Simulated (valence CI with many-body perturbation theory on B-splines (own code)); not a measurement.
# Level structure of Cd⁴¹⁺

Calculated by configuration interaction combined with many-body perturbation theory (CI+MBPT): five valence electrons over a frozen Dirac-Fock core [He], a basis of 11 s, 11 p, 10 d, 8 f, 5 g, 2 h functions for each j, with the one-electron correlation potential Σ1, the two-electron term Σ2, the three-electron term Σ3, Breit, model QED; selected CI, second order for the rest, scaled by the run's own slope (own B-spline code, finite nucleus).

The last digits are not significant, and no measured levels were compared; by estimate large intervals hold to a few tenths of a per cent, small ones and those within an open d or f shell to about a per cent. Among the levels kept, up to 7100 cm⁻¹ of a level comes from second order outside the variational space, and about a tenth of that is noise between levels of different J, which matters for small intervals.

Levels 91 to 135 of 205, with energies above the lowest level, (2s^2 2p1/2^2 2p3/2) J=3/2. "Leading %" is the weight of the configuration and term that name the level; weights of strongly mixed levels are sums over their largest components and can fall short. In the jj column 3d3/2^4 stands for four electrons in 3d with j = 3/2. Lifetimes count E1, E2, E3, M1 and M2 decay at the calculated energies, and are blank where another channel may lead or the interval is too uncertain; long ones can be off by a factor of two.

```tsv
No.	Configuration	Term	J	E (Ry)	Leading %	g	Lifetime	Leading jj
91	2s.2p3.3d	2D°	3/2	304.33	36	0.936	7.12 fs	2s 2p1/2^2 2p3/2 3d3/2 (79 %)
92	2s.2p3.3p	6P	3/2	304.37	30	1.643	15.0 fs	2s 2p1/2 2p3/2^2 3p1/2 (86 %)
93	2s.2p3.3d	2P°	1/2	304.61	45	0.632	23.8 fs	2s 2p1/2^2 2p3/2 3d3/2 (91 %)
94	2s2.2p2.3d	4D	5/2	304.68	22	1.222	4.19 fs	2s^2 2p3/2^2 3d3/2 (71 %)
95	2s2.2p2.3d	2D	3/2	304.74	30	1.185	5.26 fs	2s^2 2p3/2^2 3d3/2 (88 %)
96	2s2.2p2.3d	2P	1/2	304.86	58	1.081	5.51 fs	2s^2 2p3/2^2 3d3/2 (76 %)
97	2s2.2p2.3d	2F	7/2	304.93	34	1.185	4.49 fs	2s^2 2p3/2^2 3d3/2 (71 %)
98	2s.2p3.3s	4P°	1/2	305.00	82	2.301	54.6 fs	2s 2p1/2 2p3/2^2 3s (98 %)
99	2s2.2p2.3d	2F	7/2	305.12	58	1.141	17.7 fs	2s^2 2p3/2^2 3d5/2 (75 %)
100	2s.2p3.3p	4F	5/2	305.16	23	1.312	36.1 fs	2s 2p1/2 2p3/2^2 3p1/2 (76 %)
101	2s2.2p2.3d	4F	9/2	305.20	58	1.233	74.0 ps	2s^2 2p3/2^2 3d5/2 (98 %)
102	2s.2p3.3d	2F°	7/2	305.41	27	1.160	20.1 fs	2s 2p1/2^2 2p3/2 3d5/2 (96 %)
103	2s.2p3.3d	2D°	5/2	305.90	30	1.147	3.48 fs	2s 2p1/2^2 2p3/2 3d5/2 (85 %)
104	2s.2p3.3s	4P°	3/2	306.01	20	1.405	9.06 fs	2s 2p1/2 2p3/2^2 3s (50 %)
105	2s2.2p2.3d	2S	1/2	306.04	41	1.772	4.40 fs	2s^2 2p3/2^2 3d5/2 (76 %)
106	2s.2p3.3s	4S°	3/2	306.08	27	1.440	9.96 fs	2s 2p1/2 2p3/2^2 3s (54 %)
107	2s.2p3.3s	2S°	1/2	306.20	46	1.019	23.4 fs	2s 2p1/2 2p3/2^2 3s (94 %)
108	2s2.2p2.3d	2P	3/2	306.65	50	1.193	3.89 fs	2s^2 2p3/2^2 3d5/2 (74 %)
109	2s.2p3.3s	2D°	3/2	306.81	80	0.918	25.6 fs	2s 2p1/2 2p3/2^2 3s (92 %)
110	2s.2p3.3p	2F	7/2	306.91	35	1.233	86.9 fs	2s 2p1/2 2p3/2^2 3p1/2 (94 %)
111	2s.2p3.3s	2D°	5/2	306.96	70	1.243	72.9 fs	2s 2p1/2 2p3/2^2 3s (86 %)
112	2s2.2p2.3d	2D	5/2	307.00	62	1.154	3.84 fs	2s^2 2p3/2^2 3d5/2 (91 %)
113	2s.2p3.3s	2P°	3/2	307.01	33	1.561	64.3 fs	2s 2p1/2 2p3/2^2 3s (87 %)
114	2s.2p3.3s	2P°	1/2	307.69	83	0.881	44.6 fs	2s 2p1/2 2p3/2^2 3s (97 %)
115	2s2.2p2.3d	2D	3/2	307.88	78	0.863	2.97 fs	2s^2 2p3/2^2 3d3/2 (74 %)
116	2s.2p3.3p	4P	5/2	308.15	54	1.444	30.7 fs	2s 2p1/2 2p3/2^2 3p1/2 (97 %)
117	2s2.2p2.3d	2D	5/2	308.45	65	1.180	4.16 fs	2s^2 2p3/2^2 3d5/2 (94 %)
118	2s.2p3.3p	6P	7/2	308.73	42	1.435	135 fs	2s 2p1/2 2p3/2^2 3p3/2 (95 %)
119	2s.2p3.3p	4P	5/2	308.80	35	1.466	26.7 fs	2s 2p1/2 2p3/2^2 3p3/2 (94 %)
120	2s.2p3.3p	4D	1/2	308.94	42	0.996	21.6 fs	2s 2p1/2 2p3/2^2 3p1/2 (52 %)
121	2s.2p3.3p	4D	1/2	309.47	46	1.074	41.2 fs	2s 2p1/2 2p3/2^2 3p1/2 (54 %)
122	2s.2p3.3p	4F	3/2	310.09	26	1.033	33.2 fs	2s 2p1/2 2p3/2^2 3p1/2 (94 %)
123	2s.2p3.3p	4P	1/2	310.11	48	1.576	14.0 fs	2s 2p1/2 2p3/2^2 3p1/2 (89 %)
124	2s.2p3.3p	4P	3/2	310.33	30	1.339	20.0 fs	2s 2p1/2 2p3/2^2 3p3/2 (76 %)
125	2s.2p3.3p	2F	5/2	310.72	56	1.012	40.2 fs	2s 2p1/2 2p3/2^2 3p1/2 (95 %)
126	2s.2p3.3p	4P	3/2	310.94	35	1.321	18.5 fs	2s 2p1/2 2p3/2^2 3p1/2 (59 %)
127	2s.2p3.3p	4F	9/2	310.96	99	1.321	4.41 ps	2s 2p1/2 2p3/2^2 3p3/2 (99 %)
128	2s.2p3.3p	4D	7/2	311.04	62	1.309	31.5 fs	2s 2p1/2 2p3/2^2 3p3/2 (99 %)
129	2s.2p3.3p	2P	3/2	311.63	67	1.291	11.6 fs	2s 2p1/2 2p3/2^2 3p3/2 (77 %)
130	2s.2p3.3p	2P	3/2	312.43	35	1.235	33.1 fs	2s 2p1/2 2p3/2^2 3p1/2 (93 %)
131	2s.2p3.3p	4P	1/2	312.47	42	1.882	35.8 fs	2s 2p1/2 2p3/2^2 3p1/2 (94 %)
132	2s.2p3.3p	2D	5/2	312.54	61	1.239	12.0 fs	2s 2p1/2 2p3/2^2 3p3/2 (98 %)
133	2s.2p3.3d	6D°	3/2	313.29	35	1.344	25.6 fs	2s 2p1/2 2p3/2^2 3d3/2 (94 %)
134	2s.2p3.3d	6D°	1/2	313.40	38	2.046	34.0 fs	2s 2p1/2 2p3/2^2 3d3/2 (93 %)
135	2s.2p3.3d	6D°	5/2	313.42	34	1.291	16.5 fs	2s 2p1/2 2p3/2^2 3d3/2 (87 %)
```

Where two levels of one J and parity lie close, their mixing, g and order are uncertain.
